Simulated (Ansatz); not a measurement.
Mulliken charges of CH4FNOSi, SMILES `FC1N[SiH2]O1` from B3LYP/def2-TZVPP in Ansatz (PBE0-D4/def2-TZVP geometry).

| atom | x (Å) | y (Å) | z (Å) | charge (e) |
| --- | --- | --- | --- | --- |
| F1 | -0.121 | 2.018 | 0.407 | -0.225 |
| C2 | 0.130 | 0.958 | -0.429 | 0.363 |
| N3 | 0.918 | -0.059 | 0.203 | -0.379 |
| Si4 | -0.466 | -1.080 | 0.183 | 0.574 |
| O5 | -1.050 | 0.242 | -0.676 | -0.406 |
| H6 | 0.541 | 1.390 | -1.347 | 0.091 |
| H7 | 1.676 | 0.186 | 0.813 | 0.138 |
| H8 | -0.373 | -2.316 | -0.627 | -0.075 |
| H9 | -1.166 | -1.385 | 1.456 | -0.081 |

**Question.** By hand: the dipole of these point charges (1 e Å = 4.8032 D).

**Answer.** Σ q r = (0.288, -0.364, -0.026) e Å, of length 0.465 e Å = 2.23 D.

**Question.** How does the dipole of the full density compare? (Best estimate.)

**Answer.** The calculation gave: (0.339, -0.350, 0.115) e Å, 2.40 D; the point charges give 0.93 times that, at 17° from its direction.

Point charges leave out the atoms' own dipoles, such as those of lone pairs, and Mulliken's split depends on the basis, so the close match here is no proof of good charges.

B3LYP here is the variant with VWN-RPA as its local correlation; programs differ in this.
